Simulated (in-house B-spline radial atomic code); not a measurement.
C²⁺. Computed with a B-spline radial atomic code. Model: non-relativistic spherical atom: semilocal Troullier-Martins pseudo-atom, one channel per l, against all electrons, high spin, G0W0 and RPA with empty states to l = 8, local potential for every l without a channel, a model core (radius 0 = none) keeps its share of the functional.

What the tables leave out is listed at the end.

The pseudopotential gives back the lowest level of each angular momentum of its own functional in the configuration it was made in; a second state of the same l is only approximately right. Exact exchange, RPA and GW see the smooth pseudo-orbitals and miss the exchange with the core, for which the functional's share stands in. The column with an uncorrelated core keeps all orbitals and exact exchange, and so separates missing core correlation from pseudisation. Only the three outermost levels and the lowest empty one were computed. RPA here is direct RPA, with no exchange kernel, and its energies carry an (l + 1/2)⁻⁴ tail. A hybrid on a potential with a model core restores only its own semilocal share of the core's exchange.

Command:
```bash
python run_psgw.py task.json out
```
Settings (lengths in bohr, energies in hartree):
```
Z                      6
electrons              4
configuration          [He] 2s2
generated_in           [He] 2s2 2p2
functional             pbe,pbe
core_shells            1
radius_factor          0.9
core_correction        True
ion_configuration      [He] 2s1
```

Cost of the run: 17 s on 1 thread of Arm Neoverse N1, on a shared host.

Given: made with PBE; model core radius 0.533 bohr; local radius 1.17 bohr; mean-field start PBE.

Valence shells of the generating configuration: 2s, 2p.

Channel: s 1.092, p 1.615 (radii in bohr).

Computed: largest level miss in the spin-unpolarised generating configuration 0 eV; valence RPA correlation energy all-electron orbitals -0.13248 hartree; valence RPA correlation energy pseudo -0.14542 hartree; all-electron RPA polarisability, core included 3.191 bohr³; ionisation by mean-field pseudo minus all -0.138 eV; ionisation by RPA all-electron 48.215 eV; ionisation by RPA pseudo minus all 0.374 eV.

```json
{"level": "2s", "occupied": "1", "mean-field all-electron (eV)": "-40.361", "mean-field pseudo minus all (eV)": "0.112", "G0W0 all-electron (eV)": "-47.831", "G0W0 uncorrelated core minus all (eV)": "0.083", "G0W0 pseudo minus all (eV)": "-0.075", "exchange self-energy all-electron (eV)": "-20.118", "exchange self-energy pseudo (eV)": "-17.953"}
{"level": "2p (empty)", "occupied": "0", "mean-field all-electron (eV)": "-31.767", "mean-field pseudo minus all (eV)": "0.244", "G0W0 all-electron (eV)": "-24.866", "G0W0 uncorrelated core minus all (eV)": "0.111", "G0W0 pseudo minus all (eV)": "-0.113", "exchange self-energy all-electron (eV)": "-4.7998", "exchange self-energy pseudo (eV)": "-4.0633"}
```

Task: What is the pseudo-atom RPA polarisability?

Result: 3.1822 bohr³.

Task: What is the ionisation by mean-field all-electron?

Result: 47.106 eV.

Given: mean-field start PBE0.

Computed: valence RPA correlation energy all-electron orbitals -0.11037 hartree; all-electron RPA polarisability, core included 2.818 bohr³; ionisation by mean-field all-electron 47.041 eV; ionisation by mean-field pseudo minus all -0.22 eV; ionisation by RPA all-electron 47.888 eV; ionisation by RPA pseudo minus all 0.143 eV.

```csv
level,occupied,mean-field all-electron (eV),mean-field pseudo minus all (eV),G0W0 all-electron (eV),G0W0 uncorrelated core minus all (eV),G0W0 pseudo minus all (eV),exchange self-energy all-electron (eV),exchange self-energy pseudo (eV)
2s,1,-42.038,0.192,-47.787,0.083,0.029,-20.042,-17.903
2p (empty),0,-29.823,0.224,-24.87,0.102,0.009,-4.6919,-4.007
```

Task: What is the pseudo-atom RPA polarisability?

Result: 2.8422 bohr³.

Task: What is the valence RPA correlation energy pseudo?

Result: -0.1209 hartree.

Among the listed levels the largest G0W0 shift of the pseudo-atom is -0.11 eV, for 2p (empty) on the PBE start, while leaving the core uncorrelated moves that level by +0.11 eV. The rest, -0.22 eV, comes from pseudisation and the lost core exchange. Not in the tables (levels of low weight, unsolved or above zero; the highest and the empty levels are kept at any weight): no Hartree-Fock pseudo-atom is run with a model core.
